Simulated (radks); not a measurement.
The numbers below are computed, except where a source is named.
Q: Successive ionisation energies (eV) of one element, from differences of total energies of ions in their ground configurations, starting at charge 44: 3520.0, 3632.7, 3942.7, 4039.7, 4135.3, 4262.2, 4361.7, 4459.7, 4662.2, 4766.2, 11199.3, 11464.6, 11725.4, 12080.5, 12354.3, 12623.2, 12996.2, 13251.4, 54634, 55718. Level of theory: non-relativistic Kohn-Sham, PBE, spin-polarised, spherical densities, point nucleus; open shells are filled with parallel spins first (spin-orbit coupling, left out, can overturn this in heavy ions); relativity is left out, which matters for an element this heavy (a radial shooting solver on a logarithmic mesh with Libxc functionals). Which element is it?

A: Gadolinium (Z = 64). The first species listed is Gd44+ in [Ar] 3d2, the last Gd63+ in 1s1.
